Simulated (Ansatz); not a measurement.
# Energy profile

The step: BNH₂Cl₂ ([NH2][B]([Cl])[Cl]) + HF → BCl₂F ([F][B]([Cl])[Cl]) + NH₃ (still joined by a long B–N bond); bonds formed: B1–F6, N2–H5; bonds broken: H5–F6; bonds weakened to dative contacts: B1–N2 (atoms numbered as in the saddle structure below).

```xyz
8
angstrom
B -0.5211 0.2941 -0.2895
N 0.8679 -0.2108 -0.0126
Cl -1.4587 -0.5750 -1.5168
Cl -0.8055 2.0268 -0.0497
H 0.0921 -0.6215 1.0611
F -0.9581 -0.4770 1.2724
H 1.5701 0.4924 0.1683
H 1.2132 -0.9290 -0.6332
```

Electronic energies by CCSD(T) at an estimated basis limit (MP2 extrapolated from triple and quadruple zeta, plus CCSD(T) − MP2 in triple zeta), on PBE0-D4/def2-TZVP structures; BNH3Cl2F, closed shell; no counterpoise correction. Ansatz 0.2.0; basis: def2-TZVPP and def2-QZVPP; cores frozen in the correlated methods. Extrapolation: Hartree–Fock as exp(−7.88 √X), correlation as X^−2.97.

Task: Give the profile in kcal/mol, counted from the separated reactants. (Judge from chemistry; the value comes from the calculation.)

Result: Computed:
| point | kcal/mol |
| --- | --- |
| separated: BNH2Cl2 (linked as [NH2][B]([Cl])[Cl]; B1, N2, Cl3, Cl4, H7, H8; singlet) + HF (H5, F6; singlet) | 0.00 |
| start structure | -3.63 |
| saddle | 15.81 |
| end structure | -26.70 |
| separated: BCl2F (linked as [F][B]([Cl])[Cl]; B1, Cl3, Cl4, F6; singlet) + NH3 (N2, H5, H7, H8; singlet) | -1.06 |

No T1 diagnostic of these runs exceeds 0.012.

Steps of this kind, hydrogen fluoride cutting a network bond, underlie vapour etching and the fluorination step of atomic layer etching.

For scale, one of the runs: CCSD(T)/def2-TZVPP, 219 basis functions (an equivalent command: `ansatz run in.yaml --threads 4`). Hardware: 4 CPU threads, shared host. Wall time 93 s; peak host memory 3.4 GiB.
